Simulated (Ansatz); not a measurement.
One arrangement of a pair

The pair of Li⁺ (SMILES [Li+], atom 1) and C₂H₄ (SMILES C=C, atoms 2–7), both closed shells, in one local arrangement (a lower one may exist), relaxed at PBE0-D4/def2-TZVP:

```xyz
7
angstrom
Li -0.0340 -0.0052 -1.9545
C 0.0977 -0.6604 0.2955
C -0.0875 0.6620 0.2948
H -0.7396 -1.3516 0.3578
H 1.0942 -1.0948 0.3254
H 0.7514 1.3534 0.3241
H -1.0824 1.0967 0.3567
```

Ansatz 0.2.0; basis: def2-TZVPPD, with def2-QZVPPD for the basis limit; cores frozen in the correlated methods. The outer core shell of Li, Na, Mg and K is correlated. B3LYP uses VWN-RPA correlation. Extrapolation: Hartree–Fock as exp(−7.88 √X), correlation as X^−2.97. Interaction energies count from these two fragments, frozen as in the pair, with the counterpoise correction; negative means bound.

What is the interaction energy by CCSD(T) at an estimated basis limit (MP2 extrapolated from triple and quadruple zeta, plus CCSD(T) − MP2 in triple zeta)? (An estimate is asked for; the value comes from the calculation.)

Computed: -21.27 kcal/mol. Hartree–Fock alone gives -22.26 kcal/mol at the basis limit. It counts from the two fragments frozen as in the pair.

The same quantity by other methods in triple zeta, and each one's difference from that estimate:
```json
{"method": "PBE-D4", "E_int (kcal/mol)": "-22.65", "difference": "-1.38"}
{"method": "revPBE-D4", "E_int (kcal/mol)": "-21.70", "difference": "-0.43"}
{"method": "BLYP-D4", "E_int (kcal/mol)": "-21.90", "difference": "-0.63"}
{"method": "r2SCAN-D4", "E_int (kcal/mol)": "-21.04", "difference": "0.22"}
{"method": "B97M-V", "E_int (kcal/mol)": "-20.93", "difference": "0.33"}
{"method": "PBE0-D4", "E_int (kcal/mol)": "-23.12", "difference": "-1.86"}
{"method": "B3LYP-D4", "E_int (kcal/mol)": "-22.58", "difference": "-1.31"}
{"method": "HSE06-D4", "E_int (kcal/mol)": "-23.13", "difference": "-1.86"}
{"method": "wB97X-V", "E_int (kcal/mol)": "-22.53", "difference": "-1.26"}
{"method": "wB97M-V", "E_int (kcal/mol)": "-22.54", "difference": "-1.27"}
{"method": "B2PLYP", "E_int (kcal/mol)": "-22.07", "difference": "-0.80"}
{"method": "HF", "E_int (kcal/mol)": "-22.07", "difference": "-0.81"}
{"method": "MP2", "E_int (kcal/mol)": "-20.77", "difference": "0.49"}
{"method": "CCSD", "E_int (kcal/mol)": "-20.91", "difference": "0.36"}
{"method": "CCSD(T)", "E_int (kcal/mol)": "-20.68", "difference": "0.59"}
```
Differences are method less estimate.

Basis-set superposition shift (counterpoise-corrected less uncorrected): CCSD(T) 0.32; MP2 0.31; HF 0.05; PBE0-D4 0.06; wB97M-V 0.09 kcal/mol.

No T1 diagnostic of these runs exceeds 0.011.

For scale, one of the runs: CCSD(T)/def2-TZVPPD, 164 basis functions, launched by `ansatz run in.yaml --threads 2 --pin off --events-out ev --progress --plain --max-ram 5222MiB`. Hardware: 2 CPU threads of an Arm Neoverse V1, shared host. Wall time 13 s; peak host memory 1.3 GiB.
